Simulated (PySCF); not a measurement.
Polarisability and C₆ of Pt²⁺ (platinum, charge +2)

[Xe] 4f14 5d8, high-spin 3F determinant. Calculation: PySCF 2.14, in def2-QZVPPD with the def2 core potential (60 electrons) (7s5p4d4f2g, 88 functions); a scalar-relativistic core potential. Coupled (time-dependent) response in atomic units; α is the mean over directions.

```json
{"method": "UHF", "mean α (bohr³)": "8.636", "C₆ (like pair)": "55.53", "S(−4)": "15.28"}
{"method": "PBE", "mean α (bohr³)": "9.692", "C₆ (like pair)": "63.32", "S(−4)": "21.74"}
{"method": "PBE0", "mean α (bohr³)": "9.321", "C₆ (like pair)": "60.65", "S(−4)": "19.19"}
```

S(−4) is the Cauchy moment in α(ω) = α(0) + S(−4) ω² + …

Spin-orbit coupling is absent.

α(iu) at PBE:

```tsv
u (hartree)	α(iu) (bohr³)
0	9.692
0.0500	9.638
0.100	9.483
0.200	8.940
0.300	8.236
0.500	6.825
0.750	5.414
1.00	4.369
1.50	2.982
2.00	2.142
3.00	1.236
5.00	0.5460
```

For an ion, C₆ is the dispersion term alone; charge-induced terms of lower order in 1/R come first.

Energies and moments cover only the electrons outside the core potential. Spin-orbit coupling, absent here, splits the open shell strongly.
